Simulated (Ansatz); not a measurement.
A run for Ansatz (an electronic-structure program): R-B3LYP-D3(BJ)/def2-TZVP on CH4OSn (SMILES [CH3][Sn][OH]). Elements past Kr take the def2 small-core potentials; no spin–orbit coupling.

Ansatz 0.2 input:
```yaml
crystal:
  periodic: [false, false, false]
  atoms:
    - {symbol: C, position_ang: [-1.02479769, 0.02831308, 0.00902970]}
    - {symbol: Sn, position_ang: [0.73066235, 1.44111026, -0.35919241]}
    - {symbol: O, position_ang: [2.19920664, 0.07492570, -0.06318492]}
    - {symbol: H, position_ang: [-0.89656138, -0.89903458, -0.55487099]}
    - {symbol: H, position_ang: [-1.99796107, 0.44197214, -0.25903584]}
    - {symbol: H, position_ang: [-1.07023677, -0.24486365, 1.06714688]}
    - {symbol: H, position_ang: [2.05968794, -0.84242294, 0.16010758]}
basis:
  gaussian:
    orbitals: def2-TZVP
hamiltonian:
  xc: b3lyp
  dispersion: d3bj
relax: {f_tol: 0.003, max_steps: 120}
scf: {lower_state_search: off}
```

Q: Predict the final total energy.

A: -330.1945 hartree.

Q: How many basis functions does it have, and what does it roughly cost on one machine?

A: 136 functions; around 50 core-seconds (rough).
